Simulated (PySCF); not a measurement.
## Static response to an electric field

Species: SbH2(SiMe3), C₃H₁₁SbSi.
Geometry (PBE0-D3(BJ)/def2-SVP, Å), atoms numbered from 1 in this order:
```xyz
16
C3H11SbSi angstrom
Sb     1.132    1.890    1.461
H      2.477    1.868    0.392
H      0.335    3.067    0.498
Si    -0.008   -0.028    0.138
C      0.901   -1.631    0.534
C     -1.797   -0.145    0.720
C      0.041    0.296   -1.716
H      0.424   -2.476    0.010
H      0.881   -1.848    1.613
H      1.953   -1.586    0.212
H     -1.857   -0.338    1.802
H     -2.347    0.785    0.508
H     -2.314   -0.968    0.199
H     -0.495    1.223   -1.969
H      1.076    0.393   -2.077
H     -0.436   -0.536   -2.260
```

Level: B3LYP/def2-SVPD (PySCF), static field, nuclei fixed, core orbitals frozen in the response. The polarisability tensor in these axes (au):

```
x   110.31   9.83   6.06
y     9.83 121.13  10.20
z     6.06  10.20 111.63
```

Problem. Give the principal values, the mean and the anisotropy Δα = √{½[(α1 − α2)² + (α2 − α3)² + (α1 − α3)²]}.

Solution. Principal values 104.49, 105.17 and 133.40 au; mean 114.35 au = 16.95 Å³ = 18.85 × 10⁻⁴⁰ C²·m²/J; Δα = 28.58 au (25 % of the mean).

Problem. What is the dipole moment, and where does it point?

Solution. (-0.69, -1.20, -0.43) D, 1.44 D in size, pointing from the negative to the positive side. Measured along this direction, the outermost atoms are H2 and H3 at the negative end and H13 and H8 at the positive end.

Problem. Find the Langevin capture rate constant for NH4+ (18.034 u) meeting this molecule (195.967 u), k = 2.342 × 10⁻⁹ cm³/s × √(α in Å³ / reduced mass in u).

Solution. The reduced mass is 16.51 u, so k = 2.37 × 10⁻⁹ cm³/s. The formula leaves out the permanent dipole, which adds to the capture rate.

Problem. Rayleigh depolarisation ratio (linearly polarised light, static tensor)?

Solution. ρ = 3Δα²/(45ᾱ² + 4Δα²) = 2450.3/(588460 + 3267.0) = 0.00414.

Problem. In a dilute gas of rigid molecules at 500 K, how does the orientational term μ²/3kT compare with the electronic polarisability?

Solution. In Gaussian units μ²/3kT = 10.07 Å³ against 16.95 Å³, a ratio of 0.59; the Debye molar polarisation (4π/3)N_A(α + μ²/3kT) is 68.2 cm³/mol, leaving out the vibrational part.

Problem. What would n − 1 = 2πNα be for an ideal gas of these molecules at 500 K and 1 atm, electronic part alone?

Solution. N = p/kT = 1.4678 × 10¹⁹ cm⁻³, so n − 1 = 2π × N × 16.95 × 10⁻²⁴ cm³ = 1563 × 10⁻⁶ at long wavelengths, for an ideal gas.

Problem. Along which axes do the principal values lie, and how far do the nuclei extend along each?

Solution. Largest value along (0.45, 0.76, 0.48), where the nuclei span 4.39 Å; middle along (-0.21, -0.43, 0.88), 4.35 Å; least along (0.87, -0.50, -0.03), 4.92 Å. 

Isolated species at its PBE0-D3(BJ)/def2-SVP geometry, gas phase. Atoms past krypton carry effective core potentials; spin–orbit coupling is left out.
